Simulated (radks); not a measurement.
Results of a calculation; reference values are marked as such.
Ionisation of Be+, [He] 2s1, to Be2+, [He], under several functionals. Scalar-relativistic Kohn-Sham, spin-polarised, spherical densities, point nucleus; open shells are filled with parallel spins first; a radial shooting solver on a logarithmic mesh with Libxc functionals.

| functional | E(Be+) (hartree) | Exc (hartree) | IE (eV) | -e(HOMO) (eV) | <r> HOMO (bohr) | IE error (eV) |
|---|---|---|---|---|---|---|
| exchange-only B88 | -14.27281 | -2.49199 | 18.212 | 14.147 | 2.262 | +0.001 |
| AM05 | -14.16963 | -2.37423 | 18.227 | 14.303 | 2.263 | +0.016 |
| B86b exchange with PBE correlation | -14.32491 | -2.54560 | 18.527 | 14.511 | 2.250 | +0.315 |
| RPBE | -14.34364 | -2.56626 | 18.575 | 14.504 | 2.255 | +0.364 |
| exchange-only PBE | -14.24846 | -2.46475 | 18.276 | 14.128 | 2.267 | +0.065 |
| SOGGA | -14.18904 | -2.39847 | 18.241 | 14.286 | 2.265 | +0.030 |
| PBE | -14.30219 | -2.52083 | 18.500 | 14.474 | 2.254 | +0.289 |
| HCTH/407 | -14.33194 | -2.55433 | 18.405 | 14.593 | 2.259 | +0.194 |
| LDA (Slater exchange, VWN5 correlation) | -14.11829 | -2.31685 | 18.257 | 14.302 | 2.264 | +0.046 |

NIST Atomic Spectra Database: 18.211 eV (measured). Closest: exchange-only B88. The Delta-SCF values span 0.36 eV, the total energies 0.23 hartree. The highest occupied level is 2s.
